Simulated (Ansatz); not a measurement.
Compare A (`CC[SiH](F)[SiH3]`) with its isomer B (`CC([SiH3])[SiH2]F`).

Isolated molecules relaxed with PBE0-D4/def2-TZVP in Ansatz; ΔE leaves out vibrations. CBS: MP2 limit from def2 TZ/QZ plus the TZ coupled-cluster correction, frozen cores. DFT in def2-TZVPP. Each species was taken in one conformer, which may not be the lowest.

Question: Which is lower in electronic energy at CCSD(T)/CBS, and by how much? (Best estimate.)

Answer: Ansatz gave: B, by 1.7 kcal/mol.

Question: Give E(B) − E(A) in kcal/mol with ωB97M-V, PBE-D4, MP2/def2-TZVPP, PBE0-D4, CCSD(T)/def2-TZVPP, CCSD/def2-TZVPP, B2PLYP. (Best estimate.)

Answer: Computed: ωB97M-V -2.4, PBE-D4 1.8, MP2/def2-TZVPP -3.7, PBE0-D4 0.9, CCSD(T)/def2-TZVPP -1.7, CCSD/def2-TZVPP -1.6, B2PLYP -0.9. The order is the other way round with PBE-D4, PBE0-D4.

Largest T1 diagnostic: 0.011.

From PBE to PBE0 (25 % exact exchange), in def2-TZVPP and without D4, E(B) − E(A) moves by −1.1 kcal/mol. The D4 term adds −1.1 kcal/mol with B3LYP and −0.6 kcal/mol with PBE0; it sums over pairs of atoms, weighted by their polarisabilities, and B3LYP, whose exchange is more repulsive, gets the larger term.

B3LYP here is the variant with VWN-RPA as its local correlation; programs differ in this.
